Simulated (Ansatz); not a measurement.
## C2H5Zn: where a starting geometry ends

The starting geometry of this gas-phase doublet was optimised with GFN2-xTB.

```yaml
atoms:
  - { symbol: C, position_ang: [0.3898, -0.8581, 0.1418] }
  - { symbol: C, position_ang: [0.9067, 0.2125, 0.7715] }
  - { symbol: Zn, position_ang: [-1.8957, 0.0240, -0.1838] }
  - { symbol: H, position_ang: [-1.9513, 1.5242, 0.5032] }
  - { symbol: H, position_ang: [0.5956, -1.0267, -0.9054] }
  - { symbol: H, position_ang: [0.8606, 0.3148, 1.8420] }
  - { symbol: H, position_ang: [0.0822, -1.7252, 0.7083] }
  - { symbol: H, position_ang: [1.3745, 1.0162, 0.2293] }
```

Where would you expect an optimisation with PBE0-D3(BJ)/def2-SVP to take it?

A new bond forms, giving a structure given below by its coordinates. Contacts that close: C1–Zn3 (2.47 → 1.98 Å).

The energy falls by 0.58 eV over 13 steps:

```
step  E − E(last) (eV)
   1             0.583
   2             0.486
   4             0.377
   5             0.351
   6             0.168
   8             0.017
   9             0.008
  10             0.002
  12             0.000
  13             0.000
```

Final geometry (Å):

```xyz
8

C     0.1965   -0.8014    0.1093
C     1.0038    0.1984    0.7988
Zn   -1.4305    0.3259    0.1079
H    -2.5890    1.3477    0.2038
H     0.5122   -1.0292   -0.9199
H     1.0705    0.2230    1.8899
H     0.0238   -1.7318    0.6709
H     1.5752    0.9492    0.2460
```

Frequencies at the end are all real (lowest 85 cm⁻¹). Open shells are spin-unrestricted. Run with Ansatz 0.2.0, 16 s on 2 threads of AMD EPYC 9R45 96-Core Processor (Zen 5), with other jobs on the host.
